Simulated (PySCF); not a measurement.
Species: C5H6F2O.
Atom-mapped SMILES: `[F:1][CH:2]([F:3])[C@H:4]1[CH:5]=[CH:6][CH2:7][O:8]1` (hydrogens: H9 on C2; H10 on C4; H11 on C5; H12 on C6; H13, H14 on C7)

Cartesian coordinates in Å at the PBE0-D3(BJ)/def2-SVP level; atoms count from 1:
```xyz
14
C5H6F2O angstrom
F      0.990   -0.867   -1.685
C      1.673   -0.263   -0.693
F      2.346    0.784   -1.223
C      0.714    0.248    0.375
C     -0.386    1.098   -0.190
C     -1.551    0.488    0.016
C     -1.322   -0.802    0.736
O      0.070   -0.850    0.973
H      2.399   -0.985   -0.279
H      1.325    0.790    1.123
H     -0.213    2.044   -0.703
H     -2.535    0.843   -0.294
H     -1.644   -1.674    0.133
H     -1.867   -0.853    1.698
```

Level: PBE0/pcSseg-1 and wB97X-D/def2-SVPD in PySCF, non-relativistic, on one gas-phase PBE0-D3(BJ)/def2-SVP geometry that isn't relaxed in the solvent. The solvent is an IEF-PCM continuum (cavity from Bondi-type radii × 1.2). The model holds no explicit solvent molecules, cavitation or dispersion.

Gas phase at PBE0/pcSseg-1: HOMO -7.20 eV, LUMO -0.07 eV, dipole 1.77 D.

Task: What does the continuum do to the energy, the frontier levels and the dipole at PBE0/pcSseg-1 in benzene and acetone?

Result: 
```csv
solvent,ε,E(solvent) − E(gas) (kcal/mol),polarisation term (kcal/mol),distortion of the solute (kcal/mol),HOMO (eV),LUMO (eV),dipole (D)
benzene,2.271,-2.34,-2.45,0.11,-7.12,0.04,1.92
acetone,20.49,-4.92,-5.41,0.49,-7.08,0.11,2.08
```

The first energy column is the sum of the next two and covers electrostatics alone. From benzene to acetone the lowering changes by a factor 2.10, Onsager's factor (ε − 1)/(2ε + 1) by 2.02 and ε itself by 9.0.

Task: Which radius a makes the point-dipole formula ΔE = −[(ε − 1)/(2ε + 1)]·μ²/a³ give the value in acetone, with the gas-phase dipole?

Result: μ = 0.696 au and |ΔE| = 0.00784 Eh give a = 1.62 Å; the farthest nucleus lies 2.76 Å from the centroid of the nuclei, so such a sphere wouldn't even hold the nuclei. The formula assumes a rigid point dipole at the centre of a sphere.

Task: Give the dipole vector in the frame of the coordinates (D, pointing from negative to positive charge), gas and acetone.

Result: Gas (-1.34, 0.59, 0.99), solvent (-1.54, 0.72, 1.20). Its length changes by +17 % and its direction by 2°.

Task: Which ESP-fitted charges (PBE0/pcSseg-1) respond most in acetone (means over atoms taken as equivalent)?

Result: 
```tsv
atoms	environment	gas (e)	solvent (e)	change
O8	cyclic ether oxygen	-0.454	-0.504	-0.050
C5	alkene CH carbon	-0.285	-0.318	-0.033
C4	sp3 carbon bound to oxygen	+0.295	+0.324	+0.029
F1	fluorine of a CF2 group	-0.157	-0.178	-0.021
H9	methine hydrogen	+0.110	+0.130	+0.020
H12	vinylic hydrogen	+0.153	+0.170	+0.017
H11	vinylic hydrogen	+0.184	+0.199	+0.015
C7	sp3 carbon bound to oxygen	+0.186	+0.200	+0.014
H10	methine hydrogen	+0.057	+0.070	+0.013
F3	fluorine of a CF2 group	-0.205	-0.217	-0.012
H14	methylene hydrogen	+0.061	+0.071	+0.010
H13	methylene hydrogen	+0.059	+0.064	+0.005
```

Gas phase at wB97X-D/def2-SVPD: HOMO -9.13 eV, LUMO 1.67 eV, dipole 1.84 D.

Task: What does the continuum do to the energy, the frontier levels and the dipole at wB97X-D/def2-SVPD in benzene and acetone?

Result: 
```tsv
solvent	ε	E(solvent) − E(gas) (kcal/mol)	polarisation term (kcal/mol)	distortion of the solute (kcal/mol)	HOMO (eV)	LUMO (eV)	dipole (D)
benzene	2.271	-2.36	-2.49	0.13	-9.04	1.78	2.02
acetone	20.49	-4.99	-5.62	0.63	-9.00	1.85	2.22
```

Task: How does the static polarisability (wB97X-D/def2-SVPD, frozen core, with the continuum's full static response) change?

Result: 
```tsv
medium	isotropic (au)	principal values (au)	⟨r²⟩ of the electrons (bohr²)
gas	61.8	51.2, 58.4, 75.7	857.8
benzene	69.7	57.5, 65.7, 85.8	857.4
acetone	80.4	67.1, 75.6, 98.4	856.9
```

The isotropic value in acetone is 1.30 times the gas-phase one; no cavity-field correction is applied. ⟨r²⟩ is taken about the centre of nuclear charge.

Note: wB97X-D ran without an empirical dispersion term, which enters the total energy and its gradient alone.
